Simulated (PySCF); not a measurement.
# Electronic absorption of [C7H5O]+

Species: C7H5O (charge +1).
SMILES: `[o+]1c(C#C)cccc1`

Computed, not measured: TDDFT wB97X-D/def2-SVPD, vertical, gas phase, core orbitals frozen in the response (PySCF). Geometry: PBE0-D3(BJ)/def2-SVP; no solvent, vibrations or thermal averaging.

```json
{"state": "S1", "E (eV)": "4.24", "E (kJ/mol)": "409", "λ (nm)": "292.4", "f": "0.0000", "symmetry": "–", "main configurations (H = HOMO, L = LUMO)": "H-1→L (88%), H-1→L+1 (8%)"}
{"state": "S2", "E (eV)": "4.29", "E (kJ/mol)": "414", "λ (nm)": "289.1", "f": "0.331", "symmetry": "A′", "main configurations (H = HOMO, L = LUMO)": "H→L (95%)"}
{"state": "S3", "E (eV)": "5.68", "E (kJ/mol)": "548", "λ (nm)": "218.4", "f": "0.065", "symmetry": "A′", "main configurations (H = HOMO, L = LUMO)": "H→L+1 (78%), H-3→L (12%)"}
{"state": "S4", "E (eV)": "6.17", "E (kJ/mol)": "596", "λ (nm)": "200.9", "f": "0.0017", "symmetry": "–", "main configurations (H = HOMO, L = LUMO)": "H-4→L (83%), H-1→L+1 (10%)"}
{"state": "S5", "E (eV)": "6.20", "E (kJ/mol)": "598", "λ (nm)": "200.1", "f": "0.025", "symmetry": "A′", "main configurations (H = HOMO, L = LUMO)": "H-2→L (84%)"}
{"state": "S6", "E (eV)": "6.42", "E (kJ/mol)": "620", "λ (nm)": "193.0", "f": "0.0001", "symmetry": "–", "main configurations (H = HOMO, L = LUMO)": "H→L+2 (43%), H-1→L+1 (30%), H-4→L (12%)"}
```

The lowest singlet comes at 292 nm (409 kJ/mol) in the ultraviolet; it is dark (f under 0.0005); its leading configuration is HOMO-1→LUMO (88%). The most intense listed level is S2 at 4.29 eV (289 nm, f = 0.331), 0.05 eV above S1. Löwdin shares by element: HOMO carbon 72% or more (atoms not listed hold the other 28%); LUMO carbon 51% or more, oxygen 16% (atoms not listed hold the other 34%). The listed states span 2.18 eV, and the widest gap between neighbours is 1.39 eV (S2 to S3). Of the 6 states listed, 3 reach f = 0.01 and 2 stay under 0.0005. Weighted by f, the mean energy of these states is 4.62 eV. Symmetry labels in Cs follow from the direction of the transition dipole and are given only for states with f of 0.002 or more. Only the lowest 6 singlets were computed, as vertical energies without vibronic structure.
